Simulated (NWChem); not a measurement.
System: C4H4F2; SMILES CC=C=C(F)F

Excerpt of the output:

```
             Northwest Computational Chemistry Package (NWChem) 7.3.0
             --------------------------------------------------------

                             Geometry "geometry" -> ""
                             -------------------------

 Output coordinates in angstroms (scale by  1.889725989 to convert to a.u.)

  No.       Tag          Charge          X              Y              Z
 ---- ---------------- ---------- -------------- -------------- --------------
    1 C                    6.0000     0.49245200    -2.63535600     0.00000000
    2 C                    6.0000    -0.53730900    -1.55014700     0.00000000
    3 C                    6.0000    -0.29658200    -0.26058200     0.00000000
    4 C                    6.0000    -0.05356500     1.02126200     0.00000000
    5 F                    9.0000     0.08445200     1.76586700     1.07851900
    6 F                    9.0000     0.08445200     1.76586700    -1.07851900
    7 H                    1.0000     0.36597500    -3.28161800     0.88406300
    8 H                    1.0000     1.51316800    -2.23102900     0.00000000
    9 H                    1.0000     0.36597500    -3.28161800    -0.88406300
   10 H                    1.0000    -1.58789700    -1.87977300     0.00000000

 Effective nuclear repulsion energy (a.u.)     213.3626548632

                                 NWChem DFT Module
                                 -----------------

 Summary of "ao basis" -> "ao basis" (spherical)
 ------------------------------------------------------------------------------
       Tag                 Description            Shells   Functions and Types
 ---------------- ------------------------------  ------  ---------------------
 C                          def2-svp                 6       14   3s2p1d
 F                          def2-svp                 6       14   3s2p1d
 H                          def2-svp                 3        5   2s1p

 in cosmo_initialize ...
 calling solv_data for solv:toluene

 solvent parameters
 solvname_short: toluene
 solvname_long:  toluene
 dielec:        2.3741
 dielecinf:     2.2383
 nonaqueous SMD model solvent descriptors
 dielec:        2.3741
 sola:          0.0000
 solb:          0.1400
 solc:          0.8570
 solg:         40.2000
 solh:          0.0000
 soln:          1.4961

          ---------------
          -cosmo- solvent
          ---------------
 Cosmo: York-Karplus, doi: 10.1021/jp992097l
 dielectric constant -eps-     =   2.37
 screen = (eps-1)/(eps    )    =   0.57879
 surface charge correction     = lagrangian

   van der Waals surface
 --------------------------

 ---------- ATOMIC COORDINATES (A.U.) ------------ VDWR(ANG.) --
     1    0.93059934   -4.98010072    0.00000000     1.850
     2   -1.01536678   -2.92935307    0.00000000     1.850
     3   -0.56045871   -0.49242858    0.00000000     1.850
     4   -0.10122317    1.92990534    0.00000000     1.850
     5    0.15959114    3.33700476    2.03810538     1.730
     6    0.15959114    3.33700476   -2.03810538     1.730
     7    0.69159247   -6.20135882    1.67063683     1.200
     8    2.85947289   -4.21603348    0.00000000     1.200
     9    0.69159247   -6.20135882   -1.67063683     1.200
    10   -3.00069023   -3.55225589    0.00000000     1.200
 number of segments per atom =        128
 number of   points per atom =        128
 atom (   nspa,  nppa )
 ----------------------
    1 (     60,     0 )       0
    2 (     46,     0 )       0
    3 (     54,     0 )       0
    4 (     30,     0 )       0
    5 (     83,     0 )       0
    6 (     83,     0 )       0
    7 (     55,     0 )       0
    8 (     56,     0 )       0
    9 (     55,     0 )       0
   10 (     54,     0 )       0
 number of -cosmo- surface points =      576
 molecular surface =    122.925 angstrom**2
 molecular volume  =     97.097 angstrom**3
 -lineq- algorithm             =   0
 -bem- low  level              =   3
 -bem- from -octahedral-
 gaussian surface charge width =   4.50000
 degree of switching           =   1.00000
 switching function tolerance  =   0.00010
 atomic radii =
 --------------
    1  6.000  1.850
    2  6.000  1.850
    3  6.000  1.850
    4  6.000  1.850
    5  9.000  1.730
    6  9.000  1.730
    7  1.000  1.200
    8  1.000  1.200
    9  1.000  1.200
   10  1.000  1.200
 ...... end of -cosmo- initialization ......

 nat:                    10
 ixmem:                  5529
 calling mnsol_interface()
 G(SMD-CDS) energy (kcal/mol)  =    -0.583
 SMD-CDS SASA (angstrom**2)    =   145.688

            General Information
            -------------------
          SCF calculation type: DFT
          Wavefunction type:  closed shell.
          No. of atoms     :    10
          No. of electrons :    46
           Alpha electrons :    23
            Beta electrons :    23
          Charge           :     0
          Spin multiplicity:     1
          Use of symmetry is: off; symmetry adaption is: off
          Maximum number of iterations: 150
          AO basis - number of functions:   104
                     number of shells:    48
          Convergence on energy requested:  1.00D-06
          Convergence on density requested:  1.00D-05
          Convergence on gradient requested:  5.00D-04

              XC Information
              --------------
                         PBE0 Method XC Functional
                     Hartree-Fock (Exact) Exchange  0.250
          PerdewBurkeErnzerhof Exchange Functional  0.750
            Perdew 1991 LDA Correlation Functional  1.000 local
           PerdewBurkeErnz. Correlation Functional  1.000 non-local

             Grid Information
             ----------------
          Grid used for XC integration:  medium
          Radial quadrature: Mura-Knowles
          Angular quadrature: Lebedev.
          Tag              B.-S. Rad. Rad. Pts. Rad. Cut. Ang. Pts.
          ---              ---------- --------- --------- ---------
          C                   0.70       49          11.0       434
          F                   0.50       49          13.0       434
          H                   0.35       45          11.0       434
          Grid pruning is: on
          Number of quadrature shells:   474
          Spatial weights used:  Erf1

      Superposition of Atomic Density Guess
      -------------------------------------

 Sum of atomic energies:        -351.08138089

      Non-variational initial energy
      ------------------------------

 Total energy =    -354.040189
 1-e energy   =    -905.365422
 2-e energy   =     337.962577
 HOMO         =      -0.245701
 LUMO         =      -0.010055

   convergence    iter        energy       DeltaE   RMS-Dens  Diis-err
 ---------------- ----- ----------------- --------- --------- ---------
     COSMO gas phase
 d= 0,ls=0.0,diis     1   -353.6795162334 -5.67D+02  1.55D-02  1.03D+00
 d= 0,ls=0.0,diis     2   -353.6301433399  4.94D-02  8.31D-03  1.67D+00
 d= 0,ls=0.0,diis     3   -353.7935974553 -1.63D-01  1.94D-03  2.95D-02
 d= 0,ls=0.0,diis     4   -353.7955769598 -1.98D-03  8.76D-04  1.57D-02
 d= 0,ls=0.0,diis     5   -353.7976819752 -2.11D-03  1.77D-04  6.00D-04
  Resetting Diis
 d= 0,ls=0.0,diis     6   -353.7977358836 -5.39D-05  5.51D-05  2.83D-05
 d= 0,ls=0.0,diis     7   -353.7977392649 -3.38D-06  4.60D-05  8.39D-06
 d= 0,ls=0.0,diis     8   -353.7977374582  1.81D-06  2.95D-05  2.32D-05
 d= 0,ls=0.0,diis     9   -353.7977402028 -2.74D-06  1.68D-06  3.98D-08
 d= 0,ls=0.0,diis    10   -353.7977402074 -4.56D-09  6.12D-07  5.94D-09

   convergence    iter        energy       DeltaE   RMS-Dens  Diis-err
 ---------------- ----- ----------------- --------- --------- ---------
     COSMO solvation phase
 d= 0,ls=0.0,diis     1   -353.8008254245 -3.09D-03  8.06D-04  5.06D-04
 d= 0,ls=0.0,diis     2   -353.8009776309 -1.52D-04  1.99D-04  4.40D-04
 d= 0,ls=0.0,diis     3   -353.8010279362 -5.03D-05  6.54D-05  6.18D-05
 d= 0,ls=0.0,diis     4   -353.8010351326 -7.20D-06  2.09D-05  9.58D-06
 d= 0,ls=0.0,diis     5   -353.8010362111 -1.08D-06  6.24D-06  5.51D-07
 d= 0,ls=0.0,diis     6   -353.8010362512 -4.01D-08  1.73D-06  7.20D-08

         Total DFT energy =     -353.801036251168
      One electron energy =     -908.721213186059
           Coulomb energy =      385.102569726593
    Exchange-Corr. energy =      -43.654019702107
 Nuclear repulsion energy =      213.362654863161

             COSMO energy =        0.108972047243

 Numeric. integr. density =       46.000001384127

                                COSMO-SMD solvation results
                                ---------------------------

             internal energy in gas <Psi(g)|H|Psi(g)> =      -353.797740207374
         internal energy in solvent <Psi(s)|H|Psi(s)> =      -353.797493661252
                               delta internal energy  =         0.000246546122 (    0.15 kcal/mol)
   total free energy in solvent <Psi(s)|H+V/2|Psi(s)> =      -353.800106788236
 polarization energy contribution <Psi(s)|V/2|Psi(s)> =        -0.002613126985 (   -1.64 kcal/mol)
    total free energy in solvent including G(SMD-CDS) =      -353.801036251168
                       G(SMD-CDS) energy contribution =        -0.000929462932 (   -0.58 kcal/mol)
     1 M fixed-concentration free energy of solvation =        -0.003296043795 (   -2.07 kcal/mol)

                       DFT Final Molecular Orbital Analysis
                       ------------------------------------

 Vector   21  Occ=2.000000D+00  E=-3.931418D-01
              MO Center=  4.1D-01, -2.3D+00, -6.7D-11, r^2= 2.2D+00
   Bfn.  Coefficient  Atom+Function         Bfn.  Coefficient  Atom+Function
  ----- ------------  ---------------      ----- ------------  ---------------
    90      0.348494   8 H  s                 4      0.326701   1 C  px
     5      0.217048   1 C  py              100      0.217949  10 H  s
    18     -0.201705   2 C  px               85     -0.152493   7 H  s
    95     -0.152493   9 H  s                91      0.147622   8 H  s
     7      0.134178   1 C  px               33      0.126754   3 C  py

 Vector   22  Occ=2.000000D+00  E=-2.975201D-01
              MO Center= -2.8D-01, -9.5D-01, -3.0D-10, r^2= 2.4D+00
   Bfn.  Coefficient  Atom+Function         Bfn.  Coefficient  Atom+Function
  ----- ------------  ---------------      ----- ------------  ---------------
    34      0.419286   3 C  pz               20      0.360818   2 C  pz
    37      0.271445   3 C  pz               23      0.235067   2 C  pz
     6     -0.146491   1 C  pz               85     -0.142839   7 H  s
    95      0.142839   9 H  s                61     -0.118823   5 F  py
    75      0.118823   6 F  py               64      0.083676   5 F  py

 Vector   23  Occ=2.000000D+00  E=-2.637547D-01
              MO Center= -1.9D-01,  2.5D-01,  3.1D-10, r^2= 2.4D+00
   Bfn.  Coefficient  Atom+Function         Bfn.  Coefficient  Atom+Function
  ----- ------------  ---------------      ----- ------------  ---------------
    32      0.393962   3 C  px               46      0.383907   4 C  px
    35      0.320471   3 C  px               60      0.224630   5 F  px
    74      0.224630   6 F  px               63     -0.175599   5 F  px
    77     -0.175599   6 F  px               49      0.160274   4 C  px
   100      0.143785  10 H  s                21     -0.118183   2 C  px

 Vector   24  Occ=0.000000D+00  E=-1.796670D-02
              MO Center= -3.4D-01, -7.9D-01, -7.9D-10, r^2= 2.8D+00
   Bfn.  Coefficient  Atom+Function         Bfn.  Coefficient  Atom+Function
  ----- ------------  ---------------      ----- ------------  ---------------
    23      0.585730   2 C  pz               37     -0.452906   3 C  pz
    20      0.447918   2 C  pz               34     -0.374504   3 C  pz
    48     -0.199868   4 C  pz               51     -0.183282   4 C  pz
    86     -0.164503   7 H  s                96      0.164503   9 H  s
    61      0.140971   5 F  py               75     -0.140971   6 F  py

 Vector   25  Occ=0.000000D+00  E= 3.174568D-02
              MO Center= -2.6D-01, -2.4D-01,  6.7D-10, r^2= 4.1D+00
   Bfn.  Coefficient  Atom+Function         Bfn.  Coefficient  Atom+Function
  ----- ------------  ---------------      ----- ------------  ---------------
     3      1.035089   1 C  s               101     -0.591485  10 H  s
    46      0.500957   4 C  px               49      0.478784   4 C  px
    35     -0.384488   3 C  px               32     -0.368582   3 C  px
    21     -0.354347   2 C  px               86     -0.355976   7 H  s
    96     -0.355976   9 H  s                91     -0.260959   8 H  s

 Vector   26  Occ=0.000000D+00  E= 9.697256D-02
              MO Center=  4.5D-01, -2.6D+00,  1.6D-08, r^2= 5.7D+00
   Bfn.  Coefficient  Atom+Function         Bfn.  Coefficient  Atom+Function
  ----- ------------  ---------------      ----- ------------  ---------------
     3      2.519237   1 C  s                86     -1.201626   7 H  s
    96     -1.201626   9 H  s                91     -1.005785   8 H  s
     8     -0.413370   1 C  py              101     -0.360197  10 H  s
    31     -0.333783   3 C  s                35      0.333662   3 C  px
    21     -0.299633   2 C  px               49     -0.267694   4 C  px

     Multipole analysis of the density
     ---------------------------------

     L   x y z        total         alpha         beta         nuclear
     -   - - -        -----         -----         ----         -------
     0   0 0 0     -0.000000    -23.000000    -23.000000     46.000000

     1   1 0 0     -0.082497      0.140796      0.140796     -0.364088
     1   0 1 0     -1.098184     -1.080700     -1.080700      1.063217
     1   0 0 1     -0.000000     -0.000000     -0.000000      0.000000

     2   2 0 0    -23.896377    -27.910111    -27.910111     31.923845
     2   1 1 0      0.295122      5.080001      5.080001     -9.864880
     2   1 0 1     -0.000000     -0.000000     -0.000000      0.000000
     2   0 2 0    -22.158950   -277.002063   -277.002063    531.845176
     2   0 1 1     -0.000000     -0.000000     -0.000000      0.000000
     2   0 0 2    -26.293218    -53.322499    -53.322499     80.351779
```

Level: PBE0/def2-SVP, SMD on the gas-phase geometry. The geometry was optimised at PBE0/def2-SVP. Solvent: toluene.

Which NWChem input produces such a log?

One answer among several that fit: the input that was run:
```
start job
memory heap 200 mb stack 900 mb global 1100 mb
geometry units angstroms noautosym nocenter noautoz
  C      0.492452    -2.635356     0.000000
  C     -0.537309    -1.550147     0.000000
  C     -0.296582    -0.260582     0.000000
  C     -0.053565     1.021262     0.000000
  F      0.084452     1.765867     1.078519
  F      0.084452     1.765867    -1.078519
  H      0.365975    -3.281618     0.884063
  H      1.513168    -2.231029     0.000000
  H      0.365975    -3.281618    -0.884063
  H     -1.587897    -1.879773     0.000000
end
basis spherical
  * library def2-svp
end
dft
  xc pbe0
  iterations 150
end
cosmo
  do_cosmo_smd true
  solvent toluene
end
task dft energy
```
